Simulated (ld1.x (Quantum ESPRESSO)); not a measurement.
# What the settings do to the ultrasoft potential of magnesium (Mg)

Base potential:

```
Element                 : magnesium
Generator               : ld1.x (Quantum ESPRESSO) 7.5
Type                    : ultrasoft
Functional              : PBEsol
Relativity              : scalar-relativistic
Frozen core             : [He]
Valence charge          : 10
Reference configuration : 2s2 2p6 3s2 3p0
Partial waves           : 2s (bound): rcut 1.10, rcutus 1.40 bohr; 3s (bound): rcut 1.10, rcutus 1.40 bohr; 2p (bound): rcut 1.10, rcutus 1.30 bohr; 3p (bound, empty): rcut 1.10, rcutus 1.30 bohr
Local potential         : all-electron potential smoothed inside 1.00 bohr (lloc = -1)
Core correction         : none
Augmentation charge     : PSQ, inside the norm-conserving radii
```

All-electron outer shells of the reference configuration (PBEsol, scalar-relativistic, ld1.x):

```csv
shell,level (eV),outermost node (bohr),outermost maximum (bohr)
1s,-1256.64,–,0.09
2s,-79.59,0.18,0.55
2p,-46.55,–,0.48
3s,-4.68,0.90,2.56
3p,-1.30,0.96,3.50
```

Cutoffs, loose and tight: the cutoffs (Ry, on a coarse ladder) from which the occupation-weighted sum of valence levels, in a spherical-Bessel basis at the reference potential, stays within 10 and 1 mRy of its value at 400 Ry. They do not see the model core or the augmentation charge, which bear on the density cutoff. Test errors are all-electron minus pseudo excitation energies from the reference, over the configurations 2s2 2p6 3s1 3p0; 2s2 2p6 3s0 3p0; 2s2 2p6 3s1.5 3p0; 2s1 2p6 3s2 3p0; 2s2 2p6 3s0 3p2; 2s2 2p5 3s2 3p0; 2s2 2p6 3s0 3p1. A dash means not determined; rows that change the core or the reference have their own tests. The largest error is taken over the tests solved by every variant that gives reliable tests at all: 2s2 2p6 3s0 3p0; 2s2 2p6 3s1 3p0; 2s2 2p6 3s1.5 3p0.

Cutoffs are not given where the Bessel-basis levels miss the radial ones by over 6 mRy, ghosts where they miss by over 20 mRy; a channel whose overlap is not positive is not tested.

A file whose overlap is not positive is unfit for use, and its test errors describe a broken file.

| change | outcome | cutoff, loose | cutoff, tight | bound ghosts | largest test error (meV) |
| --- | --- | --- | --- | --- | --- |
| base | generated, overlap not positive | – | – | not determined (overlap not positive) | -0.4 |
| local potential all-electron potential smoothed inside 0.54 bohr (lloc = -1) | generated, overlap not positive | – | – | not determined (overlap not positive) | +1.7 |
| local potential all-electron potential smoothed inside 0.72 bohr (lloc = -1) | generated, overlap not positive | – | – | not determined (overlap not positive) | -0.8 |
| local potential all-electron potential smoothed inside 0.86 bohr (lloc = -1) | generated, overlap not positive | – | – | not determined (overlap not positive) | -1.1 |
| local potential all-electron potential smoothed inside 1.02 bohr (lloc = -1) | generated, overlap not positive | – | – | not determined (overlap not positive) | +1.1 |
| local potential all-electron potential smoothed inside 1.14 bohr (lloc = -1) | generated, overlap not positive | – | – | not determined (overlap not positive) | test run stopped at test 1 of 7 (negative rho) |
| local potential all-electron potential smoothed inside 1.30 bohr (lloc = -1) | generated | 50 Ry | 90 Ry | none | test run stopped at test 1 of 7 (negative rho) |
| local potential all-electron potential smoothed inside 1.46 bohr (lloc = -1) | generated | 50 Ry | 90 Ry | none | test run stopped at test 1 of 7 (negative rho) |
| local potential all-electron potential smoothed inside 1.60 bohr (lloc = -1) | generated | 50 Ry | 90 Ry | none | test run stopped at test 1 of 7 (negative rho) |
